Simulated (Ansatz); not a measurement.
Cl2H2MoN2 (`[NH]=[Mo](=[NH])([Cl])[Cl]`). Total charge 0; spin multiplicity 1. Mo takes the def2 core potential. Geometry: relaxed with PBE0-D4/def2-TZVP. It is one conformer, not always the lowest.

```xyz
7

N     1.083    0.993   -0.204
Mo    0.024   -0.346   -0.338
N    -1.134   -0.262    0.919
Cl   -1.076   -0.169   -2.314
Cl    1.245   -2.233   -0.039
H     1.405    1.844    0.240
H    -1.547    0.173    1.735
```

What is the dipole moment at PBE/def2-TZVPP? (Best estimate.)

The calculation gave: 3.18 D, with components (-0.16, 2.27, 2.22) D in this frame, pointing from negative to positive charge.

And with r2SCAN, B3LYP, ωB97M-V? (An estimate is asked.)

Computed: r2SCAN 3.28 D, B3LYP 3.31 D, ωB97M-V 3.49 D.

Give the Mulliken charges with PBE, r2SCAN, ωB97M-V in def2-TZVPP. (Estimate.)

Ansatz gave: 
```json
{"atom": "N1", "PBE": "-0.50", "r2SCAN": "-0.55", "ωB97M-V": "-0.48"}
{"atom": "Mo2", "PBE": "1.19", "r2SCAN": "1.36", "ωB97M-V": "1.21"}
{"atom": "N3", "PBE": "-0.50", "r2SCAN": "-0.55", "ωB97M-V": "-0.48"}
{"atom": "Cl4", "PBE": "-0.29", "r2SCAN": "-0.32", "ωB97M-V": "-0.28"}
{"atom": "Cl5", "PBE": "-0.29", "r2SCAN": "-0.32", "ωB97M-V": "-0.28"}
{"atom": "H6", "PBE": "0.20", "r2SCAN": "0.19", "ωB97M-V": "0.16"}
{"atom": "H7", "PBE": "0.20", "r2SCAN": "0.19", "ωB97M-V": "0.16"}
```

B3LYP here is the variant with VWN-RPA as its local correlation; programs differ in this.
